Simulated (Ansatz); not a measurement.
Isolated molecules relaxed with PBE0-D4/def2-TZVP in Ansatz; ΔE leaves out vibrations. CCSD(T)/CBS is the MP2 limit (def2-TZVPP, def2-QZVPP) plus CCSD(T) − MP2 in def2-TZVPP, frozen cores. This one scheme is used for every species. Functionals use def2-TZVPP. B3LYP here is the variant with VWN-RPA as its local correlation; programs differ in this. One conformer a species, not always the lowest.

Reaction (formal hydrolysis of the Si–N bond): `N[Si](N)([SiH3])[SiH3]` + H₂O → `N[Si](O)([SiH3])[SiH3]` + NH₃

```csv
level,ΔE (kcal/mol),difference from CCSD(T)/CBS
r2SCAN-D4,-10.9,-1.1
PBE0-D4,-9.8,0.0
B3LYP-D4,-10.7,-0.9
ωB97X-V,-11.0,-1.2
ωB97M-V,-10.8,-1.0
B2PLYP,-11.3,-1.5
r2SCAN,-11.1,-1.3
PBE0,-10.3,-0.5
HF/def2-TZVPP,-12.3,-2.5
SCS-MP2/def2-TZVPP,-10.7,-0.9
CCSD/def2-TZVPP,-10.7,-0.9
CCSD(T)/def2-TZVPP,-10.5,-0.7
MP2/def2-QZVPP,-9.8,0.0
HF/CBS(def2),-12.2,-2.4
MP2/CBS(def2),-9.6,0.2
CCSD/CBS(def2),-10.0,-0.2
CCSD(T)/CBS,-9.8,0
```

Largest T1 diagnostic among the species: 0.013.

In def2-TZVPP, CCSD(T) changes the Hartree–Fock value by +1.8 kcal/mol (the triples alone add +0.2 kcal/mol) and MP2 by +2.1 kcal/mol. The D4 term adds +1.0 kcal/mol with B3LYP and +0.6 kcal/mol with PBE0; it sums over pairs of atoms, weighted by their polarisabilities, and B3LYP, whose exchange is more repulsive, gets the larger term.
